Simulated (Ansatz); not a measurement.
Basis sets compared for the cluster Ge₆H₈ (the lowest singlet isomer of a short search). Total charge 0; singlet. Geometry PBE0-D4/def2-SVP. Ansatz on 4 threads of Intel Xeon Platinum 8259CL on a shared host; times are rough, and most runs start from earlier orbitals.

Cartesian coordinates in Å:
```
Ge 2.040 0.112 -1.582
Ge -1.917 -0.177 1.485
Ge 0.485 -0.464 1.095
Ge -2.518 -1.023 -0.782
Ge -0.542 0.262 -1.146
Ge 2.711 0.373 0.849
H 0.610 -1.972 0.733
H -2.344 -2.545 -0.880
H 1.808 1.695 -1.491
H -0.976 1.748 -1.126
H -2.157 1.368 1.357
H 3.703 -0.619 1.489
H -3.839 -0.548 -1.407
H 2.936 1.790 1.407
```

The restricted singlet is unstable towards broken spin symmetry in Hartree–Fock (as tested in another run); at LDA (SPW92)/def2-TZVP, LDA (SPW92)/def2-TZVPD, PBE-D4/def2-TZVP, PBE-D4/def2-TZVPD and others this wasn't settled. The structure comes from a short search, and lower isomers may exist.

Binding counts from free atoms (Ge triplet, H doublet) in the same basis, without a counterpoise term.

```tsv
level	functions	energy (Eh)	HOMO (eV)	LUMO (eV)	binding per atom (eV)	wall time
LDA (SPW92)/def2-TZVP	336	-12447.8895	-5.55	-3.36	3.11	7 s
PBE-D4/def2-SVP	232	-12463.4181	-5.36	-3.15	2.69	4.1 s
PBE-D4/def2-TZVP (with forces)	336	-12464.9935	-5.38	-3.17	2.69	10 s
PBE0-D4/def2-SVP	232	-12463.7392	-6.10	-2.64	2.66	12 s
PBE0-D4/def2-TZVP	336	-12465.3090	-6.10	-2.63	2.66	32 s
```

Q: Estimate the rows for LDA (SPW92)/def2-TZVPD, PBE-D4/def2-TZVPD, PBE0-D4/def2-TZVPD.

A: 
```
                 level  functions  energy (Eh)  HOMO (eV)  LUMO (eV)  binding per atom (eV)  wall time
LDA (SPW92)/def2-TZVPD        396  -12447.8921      -5.55      -3.36                   3.11      9.5 s
     PBE-D4/def2-TZVPD        396  -12464.9960      -5.39      -3.18                   2.70       12 s
    PBE0-D4/def2-TZVPD        396  -12465.3118      -6.09      -2.63                   2.67       37 s
```
